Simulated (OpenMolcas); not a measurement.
## Multiplet structure of Pb

```
Program             : OpenMolcas 26.06
Method              : SS-CASPT2, IPEA 0.25 Eh, imaginary shift 0.1 Eh (closed shells correlated: 5d 6s)
Basis               : ANO-RCC-VQZP [9s8p6d4f3g]
Scalar Hamiltonian  : DKH2, point nucleus
Active space        : 2 electrons in 3 orbitals (6p)
State averaging     : 2S+1 = 3 even, 3 roots; 2S+1 = 1 even, 6 roots
Spin-orbit coupling : RASSI with atomic mean-field integrals over the reference wave functions, term energies averaged over their components
```

With spin-orbit coupling, above the lowest level:

```json
{"Configuration": "6s² 6p²", "Term": "³P", "J": "0", "E (eV)": "0.0000", "Measured (eV)": "0.0000", "Term weight %": "87", "Second": "13 ¹S"}
{"Configuration": "6s² 6p²", "Term": "³P", "J": "1", "E (eV)": "0.836", "Measured (eV)": "0.9695", "Term weight %": "100", "Second": ""}
{"Configuration": "6s² 6p²", "Term": "³P", "J": "2", "E (eV)": "1.190", "Measured (eV)": "1.3205", "Term weight %": "60", "Second": "40 ¹D"}
{"Configuration": "6s² 6p²", "Term": "¹D", "J": "2", "E (eV)": "2.335", "Measured (eV)": "2.6604", "Term weight %": "60", "Second": "40 ³P"}
{"Configuration": "6s² 6p²", "Term": "¹S", "J": "0", "E (eV)": "3.337", "Measured (eV)": "3.6534", "Term weight %": "87", "Second": "13 ³P"}
```

Against the 4 measured excited levels shown (NIST Handbook of Basic Atomic Spectroscopic Data) the mean absolute deviation is 1800 cm-1; the largest miss in energy is 6s² 6p² ¹D₂ [60 %]: computed 2.335, measured 2.6604 eV (-12.2 %).

Spin-orbit coupling puts the lowest level 1.2398 eV below the lowest spin-free term.

Term energies are means over components that CASPT2 splits; among the terms shown or strongly mixed into the levels shown the widest spread is 130 cm-1 (6s² 6p² ¹D). Spin-orbit splittings of 6p shells tend to come out small when the coupling is added on scalar orbitals. With the s shell closed, the reference lacks s² → p² mixing. Measured partners are found by configuration, term and J. A level has none where our copy of the source lacks it or the pairing is in doubt (some pairs that miss far off the trend of their configuration count as doubtful), and it then counts in no deviation. Where the source uses jj or jK labels, the order within each J decides. Only configurations of the active space appear.

The term weight is that of the spin-free term in the level, not the purity of its configuration. A share in square brackets marks a mixed level and gives the weight of the term that names it.
